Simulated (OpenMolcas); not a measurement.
**Mn⁴⁺: CASPT2 settings compared**

| Item | Value |
| --- | --- |
| Program | OpenMolcas 26.06 |
| Basis | ANO-L-VQZP [7s6p4d3f2g] |
| Scalar Hamiltonian | non-relativistic, point nucleus |
| Active space | 3 electrons in 5 orbitals (3d) |
| State averaging | 2S+1 = 4 even, 10 roots; 2S+1 = 2 even, 40 roots |
| Spin-orbit coupling | state interaction with AMFI integrals over the reference wave functions, term energies averaged over their components |

Methods on the same reference wave functions:
A. CASSCF
B. SS-CASPT2, IPEA 0 Eh, sigma1 regulariser 0.3 Eh (closed shells correlated: 3s 3p)
C. SS-CASPT2, IPEA 0.35 Eh, no level shift (closed shells correlated: 3s 3p)
D. XMS-CASPT2, IPEA 0.2 Eh, sigma2 regulariser 0.1 Eh (closed shells correlated: 3s 3p)

Energies in cm-1 above 3d3 4F 3/2, the measured ground level; measured values from Corliss and Sugar, J. Phys. Chem. Ref. Data 6, 1253 (1977).

| Level | A | B | C | D | Measured |
| --- | --- | --- | --- | --- | --- |
| 3d3 4F 3/2 | 0.0 | 0.0 | 0.0 | 0.0 | 0.0 |
| 3d3 4F 5/2 | 372 | 375 | 375 | 375 | 359 |
| 3d3 4F 7/2 | 879 | 884 | 883 | 883 | 835 |
| 3d3 4F 9/2 | 1508 | 1509 | 1510 | 1510 | 1412 |
| 3d3 4P 1/2 | 20601 | 17090 | 17340 | 17070 | 16434 |
| 3d3 4P 3/2 | 20754 | 17250 | 17490 | 17220 | 16595 |
| 3d3 2G 7/2 | 21090 | 17860 | 18360 | 18790 | 17892 |
| 3d3 4P 5/2 | 21197 | 17690 | 17930 | 17670 | 17049 |
| 3d3 2G 9/2 | 21607 | 18380 | 18880 | 19320 | 18399 |
| 3d3 2P 1/2 | 27796 | 24410 | 24770 | 24060 | 23082 |
| 3d3 2H 9/2 | 27861 | 25140 | 25440 | 26040 | 24975 |
| 3d3 2H 11/2 | 28250 | 25530 | 25830 | 26430 | 25334 |
| 3d3 2D 5/2(1) | 30701 | 25010 | 25550 | 25900 | 24630 |
| 3d3 2F 7/2 | 47834 | 41250 | 41760 | 42250 | 40423 |
| 3d3 2F 5/2 | 48060 | 41470 | 41980 | 42480 | 40707 |
| 3d3 2D 5/2(2) | 74708 | 64970 | 65220 | 65280 | 62608 |
| 3d3 2D 3/2(2) | 74976 | 65230 | 65490 | 65540 | 62854 |

Deviations, from unrounded energies. A percentage is the sum of absolute deviations over the sum of measured energies, with the sign that they share, or ± where signs differ.

| Against measurement | Levels | A | B | C | D |
| --- | --- | --- | --- | --- | --- |
| mean absolute deviation (cm-1) | 16 | 4700 | 660 | 950 | 1100 |
| fine structure of the ground term (%) | 3 | +5.8 | +6.2 | +6.2 | +6.2 |
| other terms of the ground configuration (%) | 13 | +19.0 | ±2.7 | +3.9 | +4.4 |

B lies closest to measurement on these levels and A furthest from it. The largest miss of B in the table is 3d3 2D 3/2(2), by +2400 cm-1. The ranking rests on the paired levels alone, and a cruder setting can come out closer through cancelling errors.

Among B to D the level of the table that moves most is 3d3 2F 7/2, by 1000 cm-1 (lowest in B, highest in D). Moves below CASPT2's spread within the term are not significant.

The mean deviations of B to D differ by less than CASPT2's widest spread within a term (960 cm-1), so their order carries little weight.

From A to B the spin-free energies of the other terms of 3d3 shown, above 4F, scale by factors of 0.81 to 0.90, as is usual when dynamic correlation screens the repulsion within a d or f shell.

The lowest spin-free term lies below A's lowest term by 0.343 hartree in B, 0.335 hartree in C, 0.341 hartree in D.

CASPT2 breaks the degeneracy within a term, and the mean is taken; among the terms shown or strongly mixed into the levels shown the widest spread is 960 cm-1 (3d3 4F, B). Without dynamic correlation excited terms often stand tens of per cent too high (terms of higher spin than the ground term too low), and those without a measured partner can miss by more than the paired ones (holds for A). The CASPT2 spread within a term exceeds the gap to the next term for 3d3 2P and 3d3 2D(1), 3d3 2D(1) and 3d3 2H, so the order of their levels is uncertain, and so are names and mixing where such terms share a J (holds for B; C). Computed and measured levels are paired by configuration, term and J; levels that our copy of the source lacks, or whose pairing is in doubt (as where it misses far off the trend of its configuration), stay unpaired and out of the deviations. Levels of configurations outside the active space are missing. Levels that lie high or do not pair safely by name in every column are left out.

A number in round brackets counts repeated terms of one configuration in the order of the reference energies.
